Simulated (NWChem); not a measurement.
Cs, doublet

Program: NWChem. Spin-unrestricted. No stability test was run on the SCF state. def2 effective core potentials on Cs; no spin-orbit coupling.

Question: What does the run give for CAM-B3LYP/def2-SVPD? Quantities: highest occupied level (eV); lowest empty minus highest occupied level, either spin (eV).

Answer: 
```yaml
highest occupied level (eV): -3.28
lowest empty minus highest occupied level, either spin (eV): 2.35
```
